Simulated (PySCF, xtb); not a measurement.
C₂H₇BFNO, SMILES FB(O)N(C)C.

GFN2-xTB (xtb) at its own geometry gives an orbital gap of 6.69 eV and a dipole moment of 4.24 D.

Coordinates come from a PBE0-D3(BJ)/def2-SVP optimisation. The structure was generated by enumeration, and PubChem lists no compound with its InChIKey, so it may never have been made. The values are those of a single conformer.

### Question
What does HF/def2-TZVP (PySCF) give? (The exact figures need the calculation; the answer reports its results.)

### Answer
gap 13.39 eV (levels -10.33 and 3.06 eV), dipole 3.56 D.
